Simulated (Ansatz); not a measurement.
Molecule: sum formula ZnOH (charge +1, singlet). 
Structure (B3LYP-D3(BJ)/def2-TZVP (Ansatz, a quantum-chemistry and plane-wave program) minimum search):
```xyz
3

Zn    -0.3083    -0.1521    -0.2402
O      1.0250     0.3996     0.7871
H      1.0481     1.3651     0.9097
```
Charge +1, spin multiplicity 1.

Basis-set convergence of Hartree-Fock and MP2 correlation energies (hartree) with Ansatz. Cores are frozen in the correlated levels unless marked. Spin-orbit coupling is left out. The frozen core is the preceding noble-gas configuration, with the filled d and f shells of earlier blocks. Non-relativistic.

The T1 diagnostic of CCSD in the largest basis is 0.026, which is high, so the coupled-cluster rows are less sure than usual.

```
basis       functions        E(HF)  E(corr, MP2)
----------  ---------  -----------  ------------
def2-SVP           50  -1852.63281      -0.47735
def2-TZVPP        109  -1852.97597      -0.71989
def2-QZVPP        187  -1853.02371      -0.76998
```

Extrapolating the two largest sets (X = 3 and 4) as X^-3: E(corr) = (64·(-0.76998) - 27·(-0.71989))/37 = -0.8065 Eh, an estimate of the basis-set limit. The largest set recovers 95.5 % of it, the smallest 59.2 %.
